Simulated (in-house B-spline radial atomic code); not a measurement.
Computed with a B-spline radial atomic code. Model: two electrons, singlet ground state, non-relativistic, full CI in B-splines with partial waves to l = 8 (at full coupling up to 3e-4 hartree above the limit, correlation up to 0.6 % small), density held at that of full coupling by Lieb maximisation.

Along the adiabatic connection the electron repulsion is scaled by a coupling λ while a local potential keeps the density fixed. At λ = 0 the system is the Kohn-Sham one and W equals the exchange energy; the exchange-correlation energy is the area under W between 0 and 1. The kinetic energy rises with λ as the electrons avoid each other, with dT/dλ = −λ dW/dλ.

Command:
```bash
python run_ac.py task.json out
```
Settings (lengths in bohr, energies in hartree):
```
potential              dot
strength               0.457
lmax                   8
second                 1.5
```

Cost of the run: 26 s on 1 thread of Intel(R) Xeon(R) Processor @ 2.30GHz, with other jobs on the host.

**W = mean repulsion less Hartree energy, and W of three functionals.**

Given: confinement charge in harmonic well; well frequency 0.457 hartree; nuclear charge 1.5; external potential omega^2 r^2/2 - Z/r.

Computed: PBE exchange minus exact 21.384 millihartree; SCAN exchange minus exact 1.1808 millihartree.

```json
{"coupling": "0", "W xc (hartree)": "-0.8796", "W xc minus exchange (millihartree)": "0", "kinetic minus Kohn-Sham (millihartree)": "0", "LDA (PW92) W minus its exchange (millihartree)": "0", "PBE W minus its exchange (millihartree)": "0", "SCAN W minus its exchange (millihartree)": "0"}
{"coupling": "0.02", "W xc (hartree)": "?", "W xc minus exchange (millihartree)": "?", "kinetic minus Kohn-Sham (millihartree)": "?", "LDA (PW92) W minus its exchange (millihartree)": "?", "PBE W minus its exchange (millihartree)": "?", "SCAN W minus its exchange (millihartree)": "?"}
{"coupling": "0.05", "W xc (hartree)": "-0.88417", "W xc minus exchange (millihartree)": "-4.575", "kinetic minus Kohn-Sham (millihartree)": "0.11", "LDA (PW92) W minus its exchange (millihartree)": "-23.46", "PBE W minus its exchange (millihartree)": "-4.99", "SCAN W minus its exchange (millihartree)": "-4.53"}
{"coupling": "0.12", "W xc (hartree)": "-0.89038", "W xc minus exchange (millihartree)": "-10.784", "kinetic minus Kohn-Sham (millihartree)": "0.64", "LDA (PW92) W minus its exchange (millihartree)": "-44.52", "PBE W minus its exchange (millihartree)": "-11.94", "SCAN W minus its exchange (millihartree)": "-10.55"}
{"coupling": "0.25", "W xc (hartree)": "-0.90134", "W xc minus exchange (millihartree)": "-21.746", "kinetic minus Kohn-Sham (millihartree)": "2.66", "LDA (PW92) W minus its exchange (millihartree)": "-73.57", "PBE W minus its exchange (millihartree)": "-24.43", "SCAN W minus its exchange (millihartree)": "-21.02"}
{"coupling": "0.4", "W xc (hartree)": "-0.91314", "W xc minus exchange (millihartree)": "-33.549", "kinetic minus Kohn-Sham (millihartree)": "6.49", "LDA (PW92) W minus its exchange (millihartree)": "-99.48", "PBE W minus its exchange (millihartree)": "-37.95", "SCAN W minus its exchange (millihartree)": "-32.16"}
{"coupling": "0.6", "W xc (hartree)": "-0.92762", "W xc minus exchange (millihartree)": "-48.026", "kinetic minus Kohn-Sham (millihartree)": "13.7", "LDA (PW92) W minus its exchange (millihartree)": "-127.2", "PBE W minus its exchange (millihartree)": "-54.55", "SCAN W minus its exchange (millihartree)": "-45.74"}
{"coupling": "0.8", "W xc (hartree)": "-0.94083", "W xc minus exchange (millihartree)": "-61.232", "kinetic minus Kohn-Sham (millihartree)": "22.93", "LDA (PW92) W minus its exchange (millihartree)": "-150.05", "PBE W minus its exchange (millihartree)": "-69.66", "SCAN W minus its exchange (millihartree)": "-58.09"}
{"coupling": "1", "W xc (hartree)": "-0.95292", "W xc minus exchange (millihartree)": "-73.324", "kinetic minus Kohn-Sham (millihartree)": "33.79", "LDA (PW92) W minus its exchange (millihartree)": "-169.61", "PBE W minus its exchange (millihartree)": "-83.46", "SCAN W minus its exchange (millihartree)": "-69.41"}
{"coupling": "1.4", "W xc (hartree)": "-0.97427", "W xc minus exchange (millihartree)": "-94.67", "kinetic minus Kohn-Sham (millihartree)": "59.29", "LDA (PW92) W minus its exchange (millihartree)": "-201.94", "PBE W minus its exchange (millihartree)": "-107.8", "SCAN W minus its exchange (millihartree)": "-89.49"}
{"coupling": "2", "W xc (hartree)": "-1.0007", "W xc minus exchange (millihartree)": "-121.06", "kinetic minus Kohn-Sham (millihartree)": "103.85", "LDA (PW92) W minus its exchange (millihartree)": "-239.46", "PBE W minus its exchange (millihartree)": "-137.98", "SCAN W minus its exchange (millihartree)": "-114.61"}
{"coupling": "3", "W xc (hartree)": "?", "W xc minus exchange (millihartree)": "?", "kinetic minus Kohn-Sham (millihartree)": "?", "LDA (PW92) W minus its exchange (millihartree)": "?", "PBE W minus its exchange (millihartree)": "?", "SCAN W minus its exchange (millihartree)": "?"}
{"coupling": "4.5", "W xc (hartree)": "-1.0687", "W xc minus exchange (millihartree)": "-189.08", "kinetic minus Kohn-Sham (millihartree)": "314.54", "LDA (PW92) W minus its exchange (millihartree)": "-331.86", "PBE W minus its exchange (millihartree)": "-218.44", "SCAN W minus its exchange (millihartree)": "-181.93"}
{"coupling": "7", "W xc (hartree)": "-1.1047", "W xc minus exchange (millihartree)": "-225.15", "kinetic minus Kohn-Sham (millihartree)": "517.93", "LDA (PW92) W minus its exchange (millihartree)": "-382.25", "PBE W minus its exchange (millihartree)": "-264.68", "SCAN W minus its exchange (millihartree)": "-219.33"}
{"coupling": "10", "W xc (hartree)": "-1.1309", "W xc minus exchange (millihartree)": "-251.33", "kinetic minus Kohn-Sham (millihartree)": "737.41", "LDA (PW92) W minus its exchange (millihartree)": "-421.06", "PBE W minus its exchange (millihartree)": "-301", "SCAN W minus its exchange (millihartree)": "-246.75"}
```

(1) What belongs in the row 0.02?

(2) What belongs in the row 3?

(3) What is the LDA exchange minus exact?

**Energy parts, natural occupations and partial-wave weights.**

Computed: total energy -1.0934 hartree; exchange energy -0.8796 hartree; kinetic part of the DFT correlation energy 0.033791 hartree; initial slope twice GL2 -0.092684 hartree; Hartree energy 1.7592 hartree; Kohn-Sham kinetic 1.9619 hartree; Lieb Oxford ratio E_xc over LDA exchange 1.22.

```tsv
natural	occupation of the shell (electrons)
s	1.9814
p	0.011899
s	0.0057145
d	?
p	0.00026631
s	7.8021e-05
```

(4) What belongs in the row d?

```tsv
wave	weight
s	0.99361
p	0.0060931
d	?
f	3.3278e-05
g	7.5414e-06
```

(5) What belongs in the row d?

(6) What is the kinetic part over minus potential part?

(7) What is the correlation energy?

Answers

(1) W xc (hartree): -0.88144; W xc minus exchange (millihartree): -1.844; kinetic minus Kohn-Sham (millihartree): 0.02; LDA (PW92) W minus its exchange (millihartree): -11.54; PBE W minus its exchange (millihartree): -1.99; SCAN W minus its exchange (millihartree): -1.84.

(2) W xc (hartree): -1.034; W xc minus exchange (millihartree): -154.44; kinetic minus Kohn-Sham (millihartree): 186.41; LDA (PW92) W minus its exchange (millihartree): -284.99; PBE W minus its exchange (millihartree): -176.74; SCAN W minus its exchange (millihartree): -147.11.

(3) 126.22 millihartree.

(4) occupation of the shell (electrons): 0.00046021.

(5) weight: 0.00025142.

(6) 0.46085.

(7) -0.039533 hartree.

Half-way to full coupling W has made 56 % of its drop, against 50 % for a straight line, and second-order (GL2) theory, half the initial slope, overshoots the correlation energy by about 17 %: a moderate bend, as in light atoms. Over couplings 0 to 1 the errors in E_xc come to about +60 millihartree for LDA, +16 millihartree for PBE, +3.0 millihartree for SCAN, so SCAN is nearest. In LDA and PBE the errors of exchange and correlation have opposite signs, so the sum is smaller than the larger of the two.
